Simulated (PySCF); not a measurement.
The group X on allyl-X is varied. All species are isolated molecules in the gas phase. One relaxed conformer stands for each flexible species; it need not be the lowest. Strings in code marks are SMILES.

All values below come from PBE-D3(BJ)/def2-TZVP // B3LYP-D3(BJ)/def2-TZVP in PySCF. All candidates: neutral, multiplicity 1. Excitations are Tamm–Dancoff values on a coarser integration grid. The basis has no diffuse functions, so Rydberg states are missing or too high.

| Quantity | Value |
|---|---|
| S1 excitation (TDA) | 5.60 eV |
| LUMO | -0.99 eV |
| HOMO–LUMO gap | 5.46 eV |

Say which member has these values.
A. `C=CCO[SiH3]` (C–C–C–O torsion 0°, C–C–O–Si torsion -180°)
B. `C=CCNC` (C–C–C–N torsion 123°, C–C–N–C torsion 179°)
C. `C=CCF` (C–C–C–F torsion 0°)
D. `C#CCC=C`

D, `C#CCC=C`. The others give `C=CCF` (C–C–C–F torsion 0°): 7.21 eV, -0.88 eV, 5.66 eV; `C=CCNC` (C–C–C–N torsion 123°, C–C–N–C torsion 179°): 4.31 eV, -0.82 eV, 4.25 eV; `C=CCO[SiH3]` (C–C–C–O torsion 0°, C–C–O–Si torsion -180°): 5.68 eV, -0.70 eV, 5.60 eV
